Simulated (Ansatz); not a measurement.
Match the barriers

Saddle point of Si₄NH₁₂ClO₃, singlet (Si₄H₉ClO₃ ([SiH3][O][Si]([Cl])([O][SiH3])[O][SiH3]) + NH₃ → Si₃NH₈ClO₂ ([NH2][Si]([Cl])([O][SiH3])[O][SiH3]) + SiH₄O ([OH][SiH3]); bonds formed: O2–H9; dative contacts that become bonds: Si1–N10; bonds broken: Si1–O2, H9–N10), PBE0-D4/def2-TZVP structure:

```
atom    x (Å)    y (Å)    z (Å)
 Si1   0.5418   0.1183   0.8388
  O2   0.4791   0.2063  -1.2366
 Si3  -0.8375   0.3966  -2.2068
  O4  -1.0403   0.4754   0.7982
 Si5  -2.2662   0.7170   1.8804
  O6   1.1075  -1.3863   0.6927
 Si7   1.3798  -2.4381  -0.5504
 Cl8   0.8804   0.3602   2.9217
  H9   1.2472   1.0639  -0.8441
 N10   1.6715   1.4388   0.2852
 H11  -1.4538   1.7386  -2.0141
 H12  -0.4062   0.2803  -3.6254
 H13  -1.8447  -0.6531  -1.9156
 H14  -2.3832  -0.4272   2.8143
 H15  -2.0481   1.9767   2.6323
 H16  -3.5021   0.8327   1.0688
 H17   1.7736  -3.7194   0.0852
 H18   2.4922  -1.9605  -1.4080
 H19   0.1597  -2.6570  -1.3638
 H20   2.6405   1.2763   0.5335
 H21   1.4087   2.3603   0.6137
```

Ansatz 0.2.0; basis: def2-TZVPP, with def2-QZVPP for the basis limit; cores frozen in the correlated methods. Extrapolation: Hartree–Fock as exp(−7.88 √X), correlation as X^−2.97. Four methods, as single points on the PBE0-D4 structures, gave these electronic barriers from the start structure: 111.6, 124.5, 131.5, 167.5 kJ/mol.

Problem. The methods were, in alphabetical order, HF, MP2, PBE-D4, PBE0-D4. Which gave which? (A judgement: the text doesn't fix the answer.)

Solution. By the calculation: PBE-D4 111.6; PBE0-D4 124.5; MP2 131.5; HF 167.5 kJ/mol. For comparison, CCSD(T) at an estimated basis limit (MP2 extrapolated from triple and quadruple zeta, plus CCSD(T) − MP2 in triple zeta) gives 137.6 kJ/mol.

No T1 diagnostic of these runs exceeds 0.012.

Labels in which every atom is bracketed show which atoms are joined, not bond orders.

For scale, one of the runs: CCSD(T)/def2-TZVPP, 502 basis functions, launched by `ansatz run in.yaml --threads 4 --pin off --events-out ev --progress --plain --max-ram 46080MiB --backend cuda --devices 0, --max-vram 37GiB`. Hardware: 4 CPU threads of an AMD EPYC 7R13 and a share of one NVIDIA H100, shared host. Wall time 110 s; peak host memory 2.5 GiB.
